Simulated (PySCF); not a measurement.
Stepwise substitution at one centre (Al H-SH). Isolated molecules, 0 K electronic values unless said otherwise. One relaxed conformer stands for each flexible species; it need not be the lowest. Strings in code marks are SMILES.

The LUMO from two functionals at the same geometries (PBE0-D3(BJ)/def2-TZVP), both in PySCF: PBE-D3(BJ)/def2-TZVP and TPSSh-D3(BJ)/def2-TZVP. 

```csv
species,PBE-D3(BJ)/def2-TZVP (eV),TPSSh-D3(BJ)/def2-TZVP (eV)
0 of 3 H replaced by SH,-2.53,-2.01
1 of 3 H replaced by SH (`[AlH2][SH]`),-2.16,-1.70
"2 of 3 H replaced by SH (`[SH][AlH][SH]` (H–S–Al–S torsion 0°, S–Al–S–H torsion 0°))",-1.78,-1.35
3 of 3 H replaced by SH,-1.48,-0.98
```

Over these rows, drawn at random from the members with no instability flagged (it was tested for open shells, ions and some series alone), PBE minus TPSSh-D3(BJ): mean -0.48 eV, from -0.52 eV to -0.43 eV.
